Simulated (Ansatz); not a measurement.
Start from `[Cl][Al]([Cl])[Cl]` and change one atom or group to get `[SiH3][Al]([Cl])[Cl]`.

Ansatz, PBE0-D4/def2-TZVP geometries, multiplicity 1. 

```json
{"property": "HOMO energy (B3LYP/def2-TZVPP) / eV", "`[Cl][Al]([Cl])[Cl]`": "-9.07"}
{"property": "size of the dipole moment (B3LYP/def2-TZVPP) / D", "`[Cl][Al]([Cl])[Cl]`": "0.00"}
{"property": "HOMO–LUMO gap (PBE0/def2-TZVPP) / eV", "`[Cl][Al]([Cl])[Cl]`": "8.12"}
{"property": "LUMO energy (PBE0/def2-TZVPP) / eV", "`[Cl][Al]([Cl])[Cl]`": "-1.26"}
{"property": "LUMO energy (B3LYP/def2-TZVPP) / eV", "`[Cl][Al]([Cl])[Cl]`": "-1.53"}
{"property": "HOMO–LUMO gap (ωB97M-V/def2-TZVPP) / eV", "`[Cl][Al]([Cl])[Cl]`": "12.11"}
```

(1) Give the same properties after the change, and the shifts. (Estimate.)

## Answers

(1) The calculation gave: 
```csv
property,`[SiH3][Al]([Cl])[Cl]`,shift
HOMO energy (B3LYP/def2-TZVPP) / eV,-8.10,0.97
size of the dipole moment (B3LYP/def2-TZVPP) / D,1.45,1.45
HOMO–LUMO gap (PBE0/def2-TZVPP) / eV,6.46,-1.66
LUMO energy (PBE0/def2-TZVPP) / eV,-1.86,-0.60
LUMO energy (B3LYP/def2-TZVPP) / eV,-2.01,-0.48
HOMO–LUMO gap (ωB97M-V/def2-TZVPP) / eV,10.16,-1.95
```

With PBE0 the HOMO rises by 1.07 eV and the LUMO falls by 0.60 eV, so the gap narrows by about 1.67 eV. PBE moves the HOMO by 0.77 eV and ωB97M-V by 1.33 eV.

B3LYP here is the variant with VWN-RPA as its local correlation; programs differ in this.
